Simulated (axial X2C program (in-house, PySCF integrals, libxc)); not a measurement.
CuSn: properties at the nuclei

Computed with an axial X2C code built on PySCF integrals: two-component X2C with atomic mean-field Coulomb and Gaunt terms, Gaussian nuclei, basis Sn dyall-cv3z, Cu dyall-cv3z with contracted cores.

R = 2.465 Å (near the PBE0 minimum at charge 0 of the determinant lowest at the starting distance; the state shown can have its own minimum elsewhere).

Input and command:
```json
{"zs": [50, 29], "q": 0, "bas": ["dyall-cv3z", "dyall-cv3z"], "r0": 2.52, "levels": ["PBE0", "HF", "B3LYP", "r2SCAN", "BP86"], "nst": 3}
```
```bash
python soeom.py task.json out
```

Keys: zs atomic numbers; q charge; bas basis sets; r0 starting distance in Å; levels methods; nst determinants followed.

Determinant lowest in the PBE0 search, Ω = 1/2 (⟨Sz⟩ = -0.49, ⟨Lz⟩ = 0.99 at PBE0), spin on the atoms Sn -0.51, Cu 0.02:

```json
{"level": "PBE0", "Eeff magnitude (GV/cm)": "1.12", "Ws magnitude Sn (kHz)": "1.37", "A∥/gI Sn (MHz)": "2390", "qzz Sn (a.u.)": "-4.44", "A∥/gI Cu (MHz)": "405", "qzz Cu (a.u.)": "0.42", "μ (D)": "0.73"}
{"level": "B3LYP", "Eeff magnitude (GV/cm)": "1.32", "Ws magnitude Sn (kHz)": "1.6", "A∥/gI Sn (MHz)": "2300", "qzz Sn (a.u.)": "-4.10", "A∥/gI Cu (MHz)": "315", "qzz Cu (a.u.)": "0.52", "μ (D)": "0.28"}
{"level": "r2SCAN", "Eeff magnitude (GV/cm)": "0.255", "Ws magnitude Sn (kHz)": "0.368", "A∥/gI Sn (MHz)": "2590", "qzz Sn (a.u.)": "-3.80", "A∥/gI Cu (MHz)": "449", "qzz Cu (a.u.)": "0.62", "μ (D)": "0.52"}
{"level": "BP86", "Eeff magnitude (GV/cm)": "0.978", "Ws magnitude Sn (kHz)": "1.17", "A∥/gI Sn (MHz)": "2390", "qzz Sn (a.u.)": "-3.47", "A∥/gI Cu (MHz)": "393", "qzz Cu (a.u.)": "0.74", "μ (D)": "0.01"}
```

Eeff is the effective electric field on the electron electric dipole moment in this Ω state and Ws the scalar–pseudoscalar constant of the nucleus named (defined with the proton number Z and per Ω); A∥ (defined per Ω) follows by multiplying with gI = μI/(I μN); qzz is the electric field gradient, eQq0 = 234.96 MHz × Q/barn × qzz; μ is positive if the Cu end (last atom) is positive. The operators were transformed with the bare-nucleus X2C matrices; with these basis sets, hyperfine constants and field gradients can be off by tens of per cent, and where levels differ in sign neither size nor sign is settled.

(1) With gI(119Sn) = -2.0946, gI(63Cu) = 1.4824, Q(63Cu) = -0.22 barn (g factors from the IAEA table of nuclear moments by Stone; Q from Pyykkö, Mol. Phys. 2018), turn the PBE0 values of the first state into constants in MHz.

Each state is one determinant with collinear spin. Where Eeff spreads by more than a factor of two the levels disagree and none is to be relied on. Left out as unconverged or as another state under the same occupation: HF in at least one table. The search compared states at one distance, so a state with another bond length can lie lower. Further determinants of the search, some of them spin-mixed, are not shown.

Results:

(1) A∥(119Sn) = 2390 × -2.0946 = -5010 MHz; A∥(63Cu) = 405 × 1.4824 = 600 MHz; eQq0(63Cu) = 234.96 × (-0.22) × (0.42) = -21.7 MHz.
